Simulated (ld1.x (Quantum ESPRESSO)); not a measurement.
## PBE TM dataset for ruthenium, scalar-relativistic all-electron reference.

ld1.x (Quantum ESPRESSO) 7.5 input, shortened:

```
&input
   title='Ru', zed=44., rel=1, dft='PBE', iswitch=3,
   config='[Kr] 4d7 4f-2 5s0.5 5p0'
 /
 &inputp
   pseudotype=2, tm=.true., lloc=2,
   nlcc=.false.
 /
4
4S  1  0   2.00   0.00  1.10  1.10  0.0
4P  2  1   6.00   0.00  1.00  1.00  0.0
4F  4  3  -2.00  -0.05  1.10  1.10  0.0
4D  3  2   7.00   0.00  1.30  1.30  0.0
 &test
   configts(1)='4s2 4p6 4d7 5s0.5 5p0'
 /
```

Occupied shells without a wave of their own: 5s. They enter only through the test configuration that unscreens the potential.

Q: Estimate the cutoffs (Ry, on a coarse ladder) from which the occupation-weighted sum of valence levels, in a spherical-Bessel basis at the reference potential, stays within 10 and 1 mRy of its value at 400 Ry.

A: 140 Ry and 230 Ry.

Q: What does a ghost test show?

A: No extra level below or beside the all-electron valence levels (s, p, f, d tested).

Q: Which valence shell sets the plane-wave cutoff?

A: 4s: its level needs 180 Ry to come within 1 mRy, against 140 Ry for 4p.

Q: Tests: 4s2 4p6 4d7 5s1 5p0; 4s2 4p6 4d7 5s0 5p0; 4s2 4p6 4d6 5s0 5p0; 4s2 4p6 4d4 5s0 5p0; 4s2 4p6 4d6 5s1 5p1; 4s2 4p6 4d6 5s2 5p0; 4s2 4p6 4d8 5s0 5p0. Which has the largest error in its energy relative to the reference configuration, and how large is it?

A: 4s2 4p6 4d4 5s0 5p0, with +11 meV (all-electron minus pseudo) on +97.75 eV.
